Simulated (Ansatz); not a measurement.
C$_{6}$H$_{18}$N$_{3}$Sc (`C[N](C)[Sc]([N](C)C)[N](C)C`). Total charge 0; spin multiplicity 1. All single points use the PBE0-D4/def2-TZVP geometry. It is one conformer, not always the lowest.

```xyz
28

C     2.605    1.154    1.112
N     1.964    0.394    0.070
C     2.917   -0.045   -0.916
Sc    0.001    0.000    0.000
N    -0.846   -0.572   -1.723
C    -0.261   -0.373   -3.023
C    -2.120   -1.235   -1.821
N    -1.116    0.177    1.654
C    -0.590    0.202    2.993
C    -2.551    0.296    1.656
H     1.876    1.510    1.847
H     3.360    0.564    1.657
H     3.122    2.042    0.715
H     3.422    0.798   -1.416
H     3.709   -0.670   -0.473
H     2.434   -0.645   -1.694
H     0.695    0.156   -2.951
H    -0.911    0.228   -3.680
H    -0.072   -1.323   -3.548
H    -2.854   -0.651   -2.402
H    -2.037   -2.217   -2.313
H    -2.553   -1.410   -0.831
H    -0.818    1.145    3.517
H     0.499    0.084    2.993
H    -1.001   -0.611    3.613
H    -2.949    0.304    0.635
H    -2.887    1.228    2.139
H    -3.040   -0.533    2.193
```

(1) What is the dipole moment at B3LYP/def2-TZVPP? (An estimate is asked.)

(2) Give the Mulliken charges with B3LYP, r2SCAN, PBE in def2-TZVPP. (Estimate.)

Answers

(1) The calculation gave: 0.00 D, zero by symmetry or nearly so.

(2) Ansatz gave: 
```
atom  B3LYP  r2SCAN    PBE
  C1  -0.16   -0.04  -0.17
  N2  -0.26   -0.25  -0.18
  C3  -0.16   -0.04  -0.17
 Sc4   0.47    0.48   0.32
  N5  -0.26   -0.25  -0.18
  C6  -0.16   -0.04  -0.17
  C7  -0.16   -0.04  -0.17
  N8  -0.26   -0.25  -0.18
  C9  -0.16   -0.04  -0.17
 C10  -0.16   -0.04  -0.17
 H11   0.07    0.03   0.07
 H12   0.07    0.03   0.07
 H13   0.07    0.03   0.07
 H14   0.07    0.03   0.07
 H15   0.07    0.03   0.07
 H16   0.07    0.03   0.07
 H17   0.07    0.03   0.07
 H18   0.07    0.03   0.07
 H19   0.07    0.03   0.07
 H20   0.07    0.03   0.07
 H21   0.07    0.03   0.07
 H22   0.07    0.03   0.07
 H23   0.07    0.03   0.07
 H24   0.07    0.03   0.07
 H25   0.07    0.03   0.07
 H26   0.07    0.03   0.07
 H27   0.07    0.03   0.07
 H28   0.07    0.03   0.07
```

B3LYP here is the variant with VWN-RPA as its local correlation; programs differ in this.
